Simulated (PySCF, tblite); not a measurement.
Isomers of C3H9N3Si2, one GFN2-xTB conformer each. Single-point energies are computed at PBE0/pcSseg-1 (PySCF, gas phase, no added dispersion term), electronic only.

Question: Rank them by PBE0/pcSseg-1 energy, lowest first (kJ/mol).
A. `[N:1]#[C:2][C@@H:3]1[CH2:4][Si@H:5]1[SiH:6]([NH2:7])[NH2:8]` with C4–Si5–Si6–N7 -38°, Si5–Si6–N7–H -47° and 173°, Si5–Si6–N8–H 165° and -56°
B. `[CH2:1]=[N:2][Si@H:3]([C:4]#[N:5])[N:6]([CH3:7])[SiH3:8]` with C1–N2–Si3–C4 -120°, N2–Si3–N6–C7 160°

Answer: A (0.0), B (9.5).

As drawn, the lower has a three-membered ring, an N–H bond and an Si–Si bond, which the higher lacks; the higher has a C=N bond, which the lower lacks. Neighbours under 10 kJ/mol apart (N#C[C@@H]1C[Si@H]1[SiH](N)N and C=N[Si@H](C#N)N(C)[SiH3]) can change places with a better method, another conformer or zero-point energy. GFN2-xTB itself gives, in the same order: 104.9, 0.0. GFN2-xTB puts C=N[Si@H](C#N)N(C)[SiH3] lowest instead.

Question: Which frontier levels, dipoles and rotational constants go with these structures?

Answer: 
```json
{"SMILES": "N#C[C@@H]1C[Si@H]1[SiH](N)N", "HOMO (eV, PBE0/pcSseg-1)": "-7.16", "LUMO (eV)": "-0.99", "dipole (D)": "7.05", "A, B, C (MHz)": "3319, 672.9, 609.3"}
{"SMILES": "C=N[Si@H](C#N)N(C)[SiH3]", "HOMO (eV, PBE0/pcSseg-1)": "-7.27", "LUMO (eV)": "-1.58", "dipole (D)": "4.38", "A, B, C (MHz)": "1599, 1204, 788.1"}
```

Question: What happens when harmonic zero-point energies from GFN2-xTB frequencies are added?

Answer: 
```csv
SMILES,ZPE (kJ/mol),electronic (kJ/mol),with ZPE (kJ/mol)
N#C[C@@H]1C[Si@H]1[SiH](N)N,314.2,0.0,6.0
C=N[Si@H](C#N)N(C)[SiH3],298.7,9.5,0.0
```

The zero-point energies span 15.5 kJ/mol. C=N[Si@H](C#N)N(C)[SiH3] becomes the lowest.

Question: As an exercise, what shares would exp(−E/RT) give at 2000 K from these electronic energies alone (no entropy, no degeneracies)?

Answer: RT = 16.629 kJ/mol: N#C[C@@H]1C[Si@H]1[SiH](N)N 63.9 %, C=N[Si@H](C#N)N(C)[SiH3] 36.1 %.
